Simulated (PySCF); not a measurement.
Zr(O)2 anion (O₂Zr), SMILES [O]=[Zr]=[O] (connectivity only; charge and spin as stated), charge -1, multiplicity 2.

The structure is a stationary point at B3LYP-D3(BJ)/def2-TZVPD. The spin state was assumed, not searched. The isomer is the one that the SMILES or the coordinates give; other isomers of the formula were not compared. The def2 effective core potentials stand for the cores of Zr; spin–orbit coupling is left out.

All values below come from B3LYP-D3(BJ)/def2-TZVPD run with PySCF.

Frequencies are harmonic and unscaled.

Computed harmonic wavenumbers and intensities:
```
mode  ν (cm⁻¹)  IR (km/mol)  moving atoms (share of kinetic energy)
----  --------  -----------  --------------------------------------
1          280          6.8                         O 86 %, Zr 14 %
2          801        334.7                         O 81 %, Zr 19 %
3          873        161.0                         O 88 %, Zr 12 %
```
